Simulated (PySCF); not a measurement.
## Static response to an electric field

Compound: C₃H₇BO₂.
Geometry (PBE0-D3(BJ)/def2-SVP, Å), atoms numbered from 1 in this order:
```
atom  x, y, z in Å
B1    -0.603    1.621    0.217
O2     0.741    1.440    0.125
C3     1.267    0.162   -0.167
C4     0.332   -0.939    0.294
C5    -1.058   -0.691   -0.261
O6    -1.502    0.618    0.031
H7    -1.018    2.722    0.480
H8     2.250    0.082    0.323
H9     1.441    0.088   -1.256
H10    0.290   -0.947    1.397
H11    0.706   -1.923   -0.026
H12   -1.066   -0.836   -1.356
H13   -1.788   -1.396    0.165
```

Level: PBE0/def2-SVPD (PySCF), static field, nuclei fixed, core orbitals frozen in the response. The polarisability tensor in these axes (au):

```
x   56.63 -1.43 -0.43
y   -1.43 59.77  2.20
z   -0.43  2.20 46.85
```

Problem. Give the principal values, the mean and the anisotropy Δα = √{½[(α1 − α2)² + (α2 − α3)² + (α1 − α3)²]}.

Solution. Principal values 46.48, 56.09 and 60.68 au; mean 54.41 au = 8.06 Å³ = 8.97 × 10⁻⁴⁰ C²·m²/J; Δα = 12.55 au (23 % of the mean).

Problem. What is the dipole moment, and where does it point?

Solution. (1.06, -2.83, -0.52) D, 3.06 D in size, pointing from the negative to the positive side. Measured along this direction, the outermost atoms are H7 at the negative end and H11 at the positive end.

Problem. What depolarisation ratio follows for Rayleigh scattering of linearly polarised light, taking the static tensor?

Solution. ρ = 3Δα²/(45ᾱ² + 4Δα²) = 472.5/(133244 + 630.1) = 0.00353.

Problem. Along which axes do the principal values lie, and how far do the nuclei extend along each?

Solution. Largest value along (-0.34, 0.93, 0.16), where the nuclei span 4.97 Å; middle along (0.94, 0.34, 0.04), 4.30 Å; least along (0.02, -0.16, 0.99), 2.76 Å. The response follows the extents in order.

Problem. In a dilute gas of rigid molecules at 250 K, how does the orientational term μ²/3kT compare with the electronic polarisability?

Solution. In Gaussian units μ²/3kT = 90.72 Å³ against 8.06 Å³, a ratio of 11.25; the Debye molar polarisation (4π/3)N_A(α + μ²/3kT) is 249.2 cm³/mol, leaving out the vibrational part.

Problem. Molar refractivity from α?

Solution. Lorentz–Lorenz: R = (4π/3)N_A α = 2.5225 cm³/(mol·Å³) × 8.06 Å³ = 20.3 cm³/mol, in the limit of long wavelengths.

Problem. Sum over states: ᾱ = Σ f/ω², ω in Eh. What share falls to these 10 lowest TDDFT singlets (eV, f)? 7.58, 0.0029; 7.78, 0.0004; 7.96, 0.0329; 8.23, 0.0245; 8.42, 0.0309; 8.54, 0.0049; 8.70, 0.0055; 8.75, 0.0377; 8.80, 0.0184; 8.94, 0.0085.

Solution. They add up to 1.74 au, 3.2 % of the 54.41 au; the largest single term is 0.39 au, from the state at 7.96 eV. Terms in order: 0.04, 0.01, 0.39, 0.27, 0.32, 0.05, 0.05, 0.36, 0.18, 0.08 au. Higher excitations give the rest. The strengths listed sum to 0.167.

Isolated species at its PBE0-D3(BJ)/def2-SVP geometry (one conformer only).
